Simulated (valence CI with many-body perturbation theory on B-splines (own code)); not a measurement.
E1 line list for Ti15+

Level of theory: configuration interaction combined with many-body perturbation theory (CI+MBPT): five valence electrons over a frozen Dirac-Fock core [He], radial functions for each j: 9 s, 9 p, 8 d, 6 f, 3 g, 1 h, with the one-electron correlation potential Σ1 (screened to all orders), the two-electron term Σ2, the three-electron term Σ3, Breit, model QED; selected single and double excitations, second order for the rest (own B-spline code, finite nucleus).

No measured spectrum was set against this ion. As an estimate, levels of excited configurations hold to 0.05 to 0.15 % of their energy, terms of the ground configuration to about 0.5 %. Among the levels kept, up to 1900 cm⁻¹ of a level comes from second order outside the variational space, and about a tenth of that is noise between levels of different J, which matters for small intervals.

Lines 51 to 100 of 274 in falling wavelength, among levels below 49.100 Ry, chosen from the strongest by gf and those to the six lowest levels. Wavelengths and rates use the calculated energies, so an error of 500 cm⁻¹ moves a line at 482.6 Å by 0.24 % and its rate by three times that or more. Electric multipoles are in the length gauge, E1 and E2 with the static RPA response of the core. Weak lines are less certain than strong ones. Lines between different terms over intervals too small for the method are left out, as are lines whose strength nearly cancels. Where a level lies close to another of its J and parity, the split of strength between their lines is uncertain. The highest levels of a list are the least certain.

Names give the largest LS component (configuration and term), which can be under half, so a name can repeat, a term be missing and a line seem to break the LS rules; names also repeat where a configuration has a term twice. Letters in brackets count levels of one name in rising energy.

```tsv
λ vac (Å)	Upper	Lower	A (s⁻¹)	S (a.u.) with core polarisation	S without
482.6	2s²2p²3d ⁴D_7/2	2s²2p²3p ⁴P°_5/2	1.66e+09	7.35e-01	7.35e-01
481.4	2s²2p²3p ⁴P°_3/2	2s²2p²3s ⁴P_1/2	4.30e+08	9.47e-02	9.47e-02
479.5	2s²2p²3d ⁴P_3/2	2s²2p²3p ⁴S°_3/2	1.22e+09	2.66e-01	2.66e-01
478.5	2s²2p²3d ⁴D_5/2	2s²2p²3p ⁴P°_3/2	1.63e+09	5.29e-01	5.29e-01
472.0	2s²2p²3d ⁴D_5/2	2s²2p²3p ⁴D°_5/2	4.86e+08	1.51e-01	1.51e-01
471.9	2s²2p²3p ²D°_5/2 [b]	2s²2p²3s ²D_5/2	2.10e+09	6.54e-01	6.54e-01
469.7	2s²2p²3d ⁴P_1/2	2s²2p²3p ⁴S°_3/2	1.60e+09	1.64e-01	1.64e-01
465.6	2s²2p²3d ⁴D_3/2	2s²2p²3p ⁴P°_1/2	1.27e+09	2.53e-01	2.53e-01
465.3	2s²2p²3d ⁴F_3/2	2s²2p²3p ⁴D°_1/2 [a]	1.71e+09	3.41e-01	3.41e-01
464.2	2s²2p²3p ²D°_5/2 [a]	2s²2p²3s ⁴P_5/2	5.04e+08	1.49e-01	1.49e-01
459.4	2s²2p²3p ²P°_3/2 [a]	2s²2p²3s ²P_1/2	5.77e+08	1.10e-01	1.10e-01
448.9	2s²2p²3p ²P°_1/2 [b]	2s²2p²3s ²D_3/2	2.21e+09	1.98e-01	1.98e-01
445.2	2s²2p²3d ²D_3/2 [a]	2s²2p²3p ²P°_1/2 [a]	1.32e+09	2.29e-01	2.29e-01
444.7	2s²2p²3d ²D_5/2 [c]	2s²2p²3p ²D°_3/2 [b]	5.57e+08	1.45e-01	1.45e-01
443.9	2s²2p²3p ²P°_1/2 [a]	2s²2p²3s ²P_1/2	1.14e+09	9.85e-02	9.85e-02
439.6	2s²2p²3d ²P_3/2 [a]	2s²2p²3p ⁴D°_1/2 [b]	1.12e+09	1.87e-01	1.87e-01
437.3	2s²2p²3p ⁴S°_3/2	2s²2p²3s ⁴P_3/2	6.31e+08	1.04e-01	1.04e-01
434.2	2s²2p²3d ²F_7/2 [b]	2s²2p²3p ²F°_7/2	7.31e+08	2.36e-01	2.36e-01
431.2	2s²2p²3d ⁴P_5/2	2s²2p²3p ⁴P°_5/2	1.47e+09	3.48e-01	3.48e-01
430.7	2s²2p²3d ²D_3/2 [a]	2s²2p²3p ²P°_3/2 [a]	5.25e+08	8.29e-02	8.29e-02
429.5	2s²2p²3d ⁴D_1/2	2s²2p²3p ⁴D°_1/2 [b]	1.28e+09	1.00e-01	1.00e-01
426.4	2s²2p²3d ²D_5/2 [a]	2s²2p²3p ²P°_3/2 [a]	2.30e+09	5.27e-01	5.27e-01
416.8	2s²2p²3d ⁴P_3/2	2s²2p²3p ⁴P°_5/2	8.34e+08	1.19e-01	1.19e-01
398.8	2s²2p²3p ²P°_3/2 [b]	2s²2p²3s ²D_3/2	2.71e+09	3.39e-01	3.39e-01
393.1	2s²2p²3p ²P°_3/2 [b]	2s²2p²3s ²D_5/2	1.79e+09	2.15e-01	2.15e-01
392.3	2s²2p²3d ²D_5/2 [c]	2s²2p²3p ²F°_5/2	9.28e+08	1.66e-01	1.66e-01
367.4	2s²2p²3d ²D_3/2 [a]	2s²2p²3p ²D°_3/2 [a]	9.91e+08	9.70e-02	9.70e-02
361.7	2s²2p²3p ²D°_5/2 [b]	2s²2p²3s ²P_3/2	2.07e+09	2.90e-01	2.90e-01
353.8	2s²2p²3d ²D_5/2 [b]	2s²2p²3p ²D°_5/2 [a]	7.78e+08	1.02e-01	1.02e-01
343.6	2s²2p²3p ²P°_1/2 [b]	2s²2p²3s ²P_3/2	2.19e+09	8.78e-02	8.78e-02
336.9	2s²2p²3p ²D°_3/2 [b]	2s²2p²3s ²P_1/2	2.04e+09	1.54e-01	1.54e-01
316.8	2s2p³3p ⁴P_5/2	2s²2p²3p ⁴S°_3/2	1.40e+09	1.32e-01	1.32e-01
315.5	2s2p³3p ⁴P_3/2	2s²2p²3p ⁴S°_3/2	1.52e+09	9.39e-02	9.40e-02
313.4	2s²2p²3p ²P°_3/2 [b]	2s²2p²3s ²P_3/2	1.30e+09	7.93e-02	7.93e-02
270.5	2s2p⁴ ⁴P_5/2	2s²2p³ ²P°_3/2	1.32e+07	7.71e-04	7.74e-04
249.3	2s2p⁴ ⁴P_3/2	2s²2p³ ²P°_3/2	5.10e+07	1.56e-03	1.57e-03
229.4	2s2p⁴ ⁴P_1/2	2s²2p³ ²P°_1/2	3.58e+07	4.27e-04	4.29e-04
218.2	2s2p⁴ ⁴P_5/2	2s²2p³ ²D°_5/2	6.51e+07	2.00e-03	2.01e-03
211.4	2s2p⁴ ⁴P_5/2	2s²2p³ ²D°_3/2	7.79e+07	2.18e-03	2.19e-03
182.8	2s2p³3s ⁴D°_7/2	2s²2p²3s ⁴P_5/2	7.47e+09	1.80e-01	1.81e-01
178.2	2p⁵ ²P°_3/2	2s2p⁴ ²P_3/2	2.11e+10	2.36e-01	2.37e-01
177.1	2s2p³3s ⁴D°_3/2	2s²2p²3s ⁴P_3/2	3.05e+09	3.34e-02	3.35e-02
177.0	2s2p³3s ⁴D°_5/2	2s²2p²3s ⁴P_3/2	8.34e+09	1.37e-01	1.38e-01
176.3	2p⁵ ²P°_1/2	2s2p⁴ ²P_1/2	2.06e+10	1.11e-01	1.12e-01
169.7	2s2p⁴ ⁴P_5/2	2s²2p³ ⁴S°_3/2	8.91e+09	1.29e-01	1.29e-01
169.3	2s2p³3s ⁴D°_3/2	2s²2p²3s ⁴P_1/2	6.00e+09	5.75e-02	5.77e-02
169.0	2s2p³3s ⁴D°_1/2	2s²2p²3s ⁴P_1/2	9.14e+09	4.36e-02	4.37e-02
168.3	2s2p⁴ ²D_3/2	2s²2p³ ²P°_3/2	2.53e+08	2.38e-03	2.39e-03
167.3	2p⁵ ²P°_3/2	2s2p⁴ ²S_1/2	5.05e+09	4.66e-02	4.68e-02
167.2	2s2p⁴ ²D_5/2	2s²2p³ ²P°_3/2	4.09e+09	5.67e-02	5.69e-02
```
